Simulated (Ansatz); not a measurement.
**Question.** Predict a relaxed structure of NiBr2(PH3)2 (NiP₂H₆Br₂), charge 0, singlet, at r2SCAN-D4/def2-SVP (Ansatz).

**Answer.** 
| atom | x (Å) | y (Å) | z (Å) |
| --- | --- | --- | --- |
| Br1 | 0.256 | 2.314 | -0.129 |
| Br2 | -0.218 | -2.263 | 0.107 |
| Ni3 | 0.083 | 0.021 | -0.060 |
| P4 | 1.314 | -0.093 | 1.719 |
| P5 | -1.259 | 0.096 | -1.761 |
| H6 | 2.344 | -1.068 | 1.770 |
| H7 | 0.628 | -0.451 | 2.909 |
| H8 | 2.019 | 1.047 | 2.188 |
| H9 | -1.092 | 1.092 | -2.757 |
| H10 | -2.612 | 0.361 | -1.419 |
| H11 | -1.461 | -1.055 | -2.567 |
The metal has 4 neighbours: Br 2.30 Å, Br 2.31 Å, P 2.17 Å, P 2.17 Å. This is one stationary point.

The restricted singlet is unstable towards broken spin symmetry in Hartree–Fock (as tested in another run); at r2SCAN-D4/def2-SVP this wasn't settled.
